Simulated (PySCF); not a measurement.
# Telling isomers of C$_{5}$H$_{12}$N$_{2}$O$_{2}$Si apart by NMR

PySCF calculation with shielding tensors at PBE0/pcSseg-1 (GIAO) and geometry from GFN2-xTB; isolated molecule, one averaged value for each set of equivalent atoms, single conformer, non-relativistic.

Chemical shifts δ = σref − σ; TMS for $^{1}$H, $^{13}$C, all at this level. Where no couplings were computed, multiplicities follow the n + 1 count of equivalent neighbours, and m marks all less simple cases (inequivalent or close neighbours, rings, F or P nearby). Acid and N–H amide carbonyl carbons lie up to 10 ppm further downfield in solution (hydrogen bonding). Shifts are as computed. Against solution values, carbons near 30 ppm lie about +3 ppm off and those near 130 ppm about +5 ppm. Of 1309 compounds with measured shifts, 239 miss one by over three times the rms of a fit or turn the order of signals round; such compounds aren't used in these exercises. Groups on amide-type nitrogens are kept apart (slow C–N rotation). OH and NH positions are gas-phase values without hydrogen bonding to other molecules.

(1) Tabulate the signals of `CC(=O)O[C@@H]1CC[Si]1(N)N`, `COC(=O)[C@H]1CC[Si]1(N)N`, `C=C(O[SiH2]N(C)C)C(N)=O` and their relative energies.

(2) What is the quickest way to tell CC(=O)O[C@@H]1CC[Si]1(N)N from COC(=O)[C@H]1CC[Si]1(N)N?

(3) What is the quickest way to tell COC(=O)[C@H]1CC[Si]1(N)N from C=C(O[SiH2]N(C)C)C(N)=O?

(4) What is the quickest way to tell CC(=O)O[C@@H]1CC[Si]1(N)N from C=C(O[SiH2]N(C)C)C(N)=O?

## Answers

(1) 
```tsv
SMILES	carbon types	δC	δH	E rel. (kcal/mol)
CC(=O)O[C@@H]1CC[Si]1(N)N	1×C 1×CH 2×CH2 1×CH3	176.6, 82.8, 23.3, 22.4, 21.7	4.17 (m, 1H), 2.32 (m, 1H), 2.05 (s, 3H), 1.49 (m, 1H), 1.34 (m, 1H), 1.30 (m, 1H), 0.88 (br s, 2H), 0.14 (br s, 2H)	3.6
COC(=O)[C@H]1CC[Si]1(N)N	1×C 1×CH 2×CH2 1×CH3	185.4, 52.9, 45.2, 22.9, 17.1	3.81 (s, 3H), 3.04 (m, 1H), 2.42 (m, 1H), 2.03 (m, 1H), 1.62 (m, 1H), 1.29 (m, 1H), 1.18 (br s, 2H), 0.74 (br s, 2H)	0.0
C=C(O[SiH2]N(C)C)C(N)=O	2×C 1×CH2 2×CH3	163.9, 156.2, 101.7, 38.1	6.38 (br, 1H), 5.89 (br s, 1H), 5.08 (s, 2H), 4.65 (br s, 1H), 4.62 (br, 1H), 2.63 (s, 6H)	20.2
```

Energies are electronic energies at PBE0/pcSseg-1 on these geometries, without zero-point or thermal terms, each for the one conformer computed, which needn't be the lowest.

(2) Both give the same number of carbon signals, with the same numbers of each carbon type, so the positions decide. The first has an sp3 CH bonded to O and Si at 82.8 ppm, the second an sp3 CH bonded to Si, α to a carbonyl at 45.2 ppm. Their most deshielded carbons lie at 176.6 and 185.4 ppm.

(3) Count the carbon signals: 5 against 4. The first has an sp3 CH bonded to Si, α to a carbonyl at 45.2 ppm, the second a β carbon of a C=C–C=O unit (CH2) at 101.7 ppm. Their most deshielded carbons lie at 185.4 and 163.9 ppm. In the proton spectra the most deshielded non-exchanging signals are 3.81 (s, 3H) and 5.89 (br s, 1H).

(4) Count the carbon signals: 5 against 4. The first has an sp3 CH bonded to O and Si at 82.8 ppm, the second a β carbon of a C=C–C=O unit (CH2) at 101.7 ppm. Their most deshielded carbons lie at 176.6 and 163.9 ppm. In the proton spectra the most deshielded non-exchanging signals are 4.17 (m, 1H) and 5.89 (br s, 1H).
